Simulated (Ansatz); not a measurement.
CH7BFPSi (`BP[SiH](C)F`), charge 0, multiplicity 1.

Q: Give a relaxed structure at PBE0-D4/def2-TZVP (the Gaussian-basis code of Ansatz). (An estimate is asked.)

A: The calculation gave: 
```xyz
12

B    -0.5013   -0.1346    2.3123
P     0.0829    1.2178    1.2019
Si   -0.4931    0.5547   -0.8455
C     0.6341   -0.7250   -1.5724
F    -0.4712    1.8286   -1.8206
H    -1.6078   -0.5568    2.1582
H     0.1636   -0.4885    3.2372
H     1.4945    1.1809    1.2277
H    -1.8987    0.0953   -0.7347
H     0.3365   -0.9572   -2.5982
H     0.5925   -1.6423   -0.9804
H     1.6681   -0.3732   -1.5855
```
This is one stationary point; other conformers may exist.
